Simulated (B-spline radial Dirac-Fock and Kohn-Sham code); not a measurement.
## Kohn-Sham estimates against Dirac-Fock for the levels of S⁶⁺

System: sulfur as S⁶⁺, configuration 1s2 2s2 2p6.

The density-functional columns are spherical, spin-unpolarised Dirac-Kohn-Sham results without Breit or QED terms: −ε is minus the orbital energy of the initial state and ΔSCF the difference of two total energies. The reference in the last column comes from relaxed Dirac-Fock hole states (ΔSCF) with Breit and QED corrections and a finite nucleus. All numbers are from a radial atomic solver, in eV; a selection of levels is shown.

```
level  PBE −ε  PBE ΔSCF  LDA −ε  LDA ΔSCF  Dirac-Fock
   1s  2512.6    2610.7  2503.8    2601.5      2595.3
   2s   312.8     335.3   311.8     334.3       344.2
2p1/2   259.0     283.5   258.9     283.4       280.6
2p3/2   257.7     282.1   257.6     282.0       279.4
```

Question: Order the estimates of the K (1s) level by their distance from the Dirac-Fock value, nearest first.
A. PBE −ε
B. LDA −ε
C. PBE ΔSCF
D. LDA ΔSCF

Answer: D (6.2 eV), C (15.4 eV), A (82.7 eV), B (91.5 eV).

For the outermost level NIST gives 280.954 ± 0.007 eV (measured); the differences from it are PBE −ε -23.24, PBE ΔSCF +1.14, LDA −ε -23.32, LDA ΔSCF +1.03, Dirac-Fock -1.58 eV.

Values without a named source are computed, but for edge energies of neutral atoms, which are taken from tables.
